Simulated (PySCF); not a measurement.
NICS in isomers of [C6H8P]-.

NICS = −σ at a ghost point: NICS(0) at the centroid of the ring atoms, NICS(1) 1 Å to either side along the normal of their mean plane, zz for the tensor component along that normal. Level: GIAO PBE0/pcSseg-1 (PySCF, non-relativistic, gas phase) on the GFN2-xTB geometries, one conformer each. Atom numbers follow the mapped SMILES.

Task: Order these rings by mean NICS(1)zz, lowest (most negative) first (ppm).
A. ring C3–C4–C5–P6–C7 in `[CH3:1][CH2:2][c:3]1[cH:4][cH:5][p-:6][cH:7]1` (charge -1)
B. ring C2–C3–C4–C5–P7 in `[CH3:1][c:2]1[cH:3][cH:4][c:5]([CH3:6])[p-:7]1` (charge -1)
C. ring C2–C3–C4–P5–C6 in `[CH3:1][c:2]1[cH:3][cH:4][p-:5][c:6]1[CH3:7]` (charge -1)

Result: A (-30.0), C (-28.6), B (-26.5).

```tsv
SMILES	ring	NICS(0)	NICS(1)	NICS(1)zz	HOMA	rms pucker (Å)	ring atoms with four or more neighbours
CCc1cc[p-]c1	5-membered ring with P; formal bonds all aromatic	-12.8	-11.4	-30.0	0.88	0.00	0
Cc1cc[p-]c1C	5-membered ring with P; formal bonds all aromatic	-12.4	-11.1	-28.6	0.85	0.00	0
Cc1ccc(C)[p-]1	5-membered ring with P; formal bonds all aromatic	-11.7	-10.3	-26.5	0.82	0.00	0
```

NICS(0) gives the same order. The isotropic NICS(1) gives the same order. HOMA uses Krygowski's 1993 parameters. NICS(1) and NICS(1)zz are means over the two faces.
